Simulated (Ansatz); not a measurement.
`C[CH2][Al]([SiH3])[Cl]` + `[AlH2][Br]` → `C[CH2][Al]([Cl])[Br]` + `[AlH2][SiH3]`  (redistribution)

Isolated molecules relaxed with PBE0-D4/def2-TZVP in Ansatz; ΔE leaves out vibrations. CCSD(T)/CBS adds triple-zeta CCSD(T) − MP2 to the extrapolated MP2 energy (def2 sets, frozen cores). This one scheme is used for every species. Functionals use def2-TZVPP. B3LYP here is the variant with VWN-RPA as its local correlation; programs differ in this. For Br outer-core shells are correlated without core-valence functions, which leaves a few kJ/mol of doubt a bond. Scalar relativity is left out up to krypton. One conformer a species, not always the lowest.

```csv
level,ΔE (kcal/mol)
B3LYP-D4,1.3
B3LYP,1.5
```

(1) What does CCSD(T)/CBS give? (Estimate.)

Largest T1 diagnostic among the species: 0.012.

Answers

(1) Ansatz gave: +1.1 kcal/mol. The listed levels differ from it by 0.2, 0.4 kcal/mol.
